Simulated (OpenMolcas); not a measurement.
**Nb3+: effect of the metal basis and ligand basis**

Nb3+ with 6 ligands (chloride) in octahedral coordination (Oh) at 2.48 Å. A charge of +0.5 e stands 2.4 Å behind each ligand.

```json
{"Program": "OpenMolcas 26.06", "Method": "SS-CASPT2, IPEA 0.25 Eh, imaginary shift 0.1 Eh (closed shells correlated: 4s 4p and the ligand valence shells)", "Spin-orbit coupling": "state interaction with AMFI integrals over the reference wave functions"}
```

Fixed: active space 2 electrons in 5 orbitals (4d), DKH2 Hamiltonian.

States (labels of O, the rotations of Oh). Energies in cm-1 above the lowest state or level, χT in cm3 K/mol; under a threefold ground state the first gap can be a small split of the lowest multiplet, not the spin-orbit step; 10Dq and B are least-squares fits to the states below 45000 cm-1, weighted by degeneracy, with a free offset, and given where the rms deviation is under 5 % of |10Dq| (or 100 cm-1) and under 700 cm-1.

| Run | Metal basis | Ligand basis | Ground state | First state of that spin | 10Dq | B (rms of fit) | First gap with spin-orbit (degeneracies) | χT at 300 K | First state of another spin | Cost |
| --- | --- | --- | --- | --- | --- | --- | --- | --- | --- | --- |
| A | ANO-RCC-VDZP | ANO-RCC-VDZP | 3T1 | 3T2 17020 | 17714 | 460 (262) | 27 (2, 3) | 0.459 | 1T2 6730 | roughly 110 core-seconds |
| B | ANO-RCC-VTZP | ANO-RCC-VTZP | 3T1 | 3T2 15940 | 16279 | 428 (453) | 27 (2, 3) | 0.462 | 1T2 5890 | roughly 8 core-minutes |

Against A, |10Dq| changes by -8.1 % in B.

Costs are those of the CASPT2 steps.

Roots that are degenerate in the reference are averaged as groups; the widest CASPT2 spread within a group is 260 cm-1 (the 3-fold group of multiplicity 3 near 0 cm-1 above the lowest state of its run, B). Shifts and gaps below about the spread of the groups concerned are not significant. Over all roots computed the reference weight is 0.66 to 0.67 in A, 0.62 to 0.63 in B; a low but even weight reflects the number of correlated electrons. An orbital triplet at a regular site is open to Jahn-Teller coupling, which can distort the site and quench the lowest spin-orbit gaps and is left out. Ligand-to-metal charge-transfer states are missing. With no ligand orbital active B as a rule stays too high, so bands that hang on it stand too high and its fall with covalency is understated. With one d shell and no ligand orbital active, 10Dq can be off by a tenth or more. The least metal-like active orbital is 77 % on the metal (Löwdin) and no ligand orbital is active, so the numbers are rough (holds for A). The least metal-like active orbital is 70 % on the metal (Löwdin) and no ligand orbital is active, so the numbers are rough (holds for B). No measured value stands beside these numbers; the geometry was imposed, not optimised, and the real ion may take another.
